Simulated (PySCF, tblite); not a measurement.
One entry of a table of gas-phase calculations, keyed by method. Lists by class give the value and the number of equivalent atoms.

```json
{
 "formula": "C10H14",
 "smiles": "C=C[C@@H]1C[C@@H]2C=C[C@@]1(C)C2",
 "inchi": "InChI=1S/C10H14/c1-3-9-6-8-4-5-10(9,2)7-8/h3-5,8-9H,1,6-7H2,2H3/t8-,9+,10-/m0/s1",
 "charge": 0,
 "multiplicity": 1,
 "geometry_level": "GFN2-xTB",
 "atoms_angstrom": [
  ["C", 2.185, 0.819, -1.944],
  ["C", 1.126, 0.161, -1.507],
  ["C", 0.841, -0.115, -0.07],
  ["C", 0.589, -1.61, 0.231],
  ["C", -0.809, -1.609, 0.894],
  ["C", -1.775, -1.231, -0.198],
  ["C", -1.574, 0.05, -0.477],
  ["C", -0.48, 0.558, 0.431],
  ["C", -0.388, 2.058, 0.607],
  ["C", -0.753, -0.296, 1.68],
  ["H", 2.931, 1.205, -1.268],
  ["H", 2.355, 1.0, -2.992],
  ["H", 0.393, -0.218, -2.207],
  ["H", 1.668, 0.264, 0.536],
  ["H", 0.6, -2.215, -0.675],
  ["H", 1.34, -2.004, 0.915],
  ["H", -1.041, -2.518, 1.447],
  ["H", -2.436, -1.924, -0.685],
  ["H", -2.04, 0.649, -1.239],
  ["H", 0.375, 2.31, 1.341],
  ["H", -1.34, 2.459, 0.95],
  ["H", -0.127, 2.533, -0.336],
  ["H", 0.05, -0.26, 2.415],
  ["H", -1.7, -0.047, 2.158]
 ],
 "electronic_structure_code": "PySCF",
 "results": {
  "GFN2-xTB geometry": {
   "point_group": "C1",
   "rotational_constants_GHz": [2.098, 1.286, 1.08]
  },
  "PBE0/pcSseg-1 ground state and GIAO shieldings, non-relativistic": {
   "dipole_D": 0.36,
   "homo_eV": -6.82,
   "lumo_eV": 0.28,
   "shift_vs_computed_TMS_C_by_class_ppm": [
    [153.4, 1],
    [146.8, 1],
    [146.3, 1],
    [120.7, 1],
    [59.6, 1],
    [56.4, 1],
    [54.2, 1],
    [46.2, 1],
    [38.8, 1],
    [19.3, 1]
   ],
   "shift_vs_computed_TMS_H_by_class_ppm": [
    [6.54, 1],
    [6.06, 1],
    [5.65, 1],
    [5.35, 1],
    [5.21, 1],
    [2.68, 1],
    [2.27, 1],
    [2.22, 1],
    [1.43, 1],
    [1.31, 3],
    [1.11, 1],
    [1.03, 1]
   ],
   "charges_hirshfeld_e_by_atom": [-0.11, -0.04, -0.02, -0.07, -0.03, -0.05, -0.05, 0.02, -0.12, -0.07, 0.04, 0.04, 0.04, 0.04, 0.03, 0.04, 0.04, 0.05, 0.05, 0.04, 0.04, 0.03, 0.04, 0.03]
  },
  "GFN2-xTB harmonic vibrations, gas phase": {
   "strongest_ir_bands_cm-1_km_per_mol_modes": [
    [2998.9, 44.0, 1],
    [3003.0, 60.9, 1],
    [3008.7, 87.9, 1],
    [3024.6, 44.0, 1],
    [3120.8, 53.7, 1],
    [3136.9, 68.1, 1]
   ],
   "zpe_kcal_per_mol": 131.7
  }
 }
}
```

The zero-point energy, half the sum of the 66 harmonic wavenumbers, equals 46050 cm⁻¹ or 551 kJ/mol. The dipole matches unit charges of opposite sign 0.08 Å apart (1 e·Å = 4.8032 D).

One conformer (not necessarily the lowest) at the GFN2-xTB geometry, without solvent or vibrations. NMR classes are plain means over equivalent atoms (diastereotopic ones count apart unless rotation or inversion swaps them), as if these changed places fast; in this geometry the members of some classes differ.

For the NMR shielding job (PBE0/pcSseg-1), time: 48 s of wall time; peak memory 1.2 GiB. Hardware: an Arm Neoverse V2 with one thread, shared host.
